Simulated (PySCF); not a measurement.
## Correlation energy of Cu²⁺ (copper, charge +2)

[Ar] 3d8 4s1, high-spin 4F determinant (an excited configuration). All numbers are calculated (PySCF 2.14, scalar relativity through the core potential, in aug-cc-pwCVTZ-PP with ECP10MDF (8s8p7d4f3g, 122 functions)). Frozen: 3s2 3p6; 9 electrons correlated.

MP2 pair energies summed by pair of shells (mhartree):

```
 pair   energy  share (%)
3d-3d  -276.51       90.9
3d-4s   -27.66        9.1
```

Total MP2 correlation energy: -304.17 mhartree.

Same-spin part -115.96 and opposite-spin part -188.22 mhartree; SCS-MP2 scales them by 1/3 and 6/5 to -264.51 mhartree.
